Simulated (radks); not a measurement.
Task: K V, configuration [Ne] 3s2 3p3. Method: scalar-relativistic Kohn-Sham, PBE, spin-polarised, spherical densities, finite nucleus; open shells are filled with parallel spins first; Fermi nuclear charge, rms radius 3.4349 fm; computed with a radial shooting solver on a logarithmic mesh with Libxc functionals. Some entries of the table are withheld. Estimate them.

orbital,occ.,eigenvalue (hartree),<1/r> (bohr^-1)
1s up,1,-131.8736,18.72
1s down,1,-131.8401,18.72
2s up,1,-15.32183,3.808
2s down,1,-15.29158,3.808
2p up,3,(1),3.712
2p down,3,(2),3.711
3s up,1,-3.36443,(3)
3s down,1,-3.16812,(4)
3p up,3,-2.69679,1.101
3p down,0,-2.50782,1.091

Result: 
(1) 2p up eigenvalue (hartree): -12.64668
(2) 2p down eigenvalue (hartree): -12.60364
(3) 3s up <1/r> (bohr^-1): 1.198
(4) 3s down <1/r> (bohr^-1): 1.193
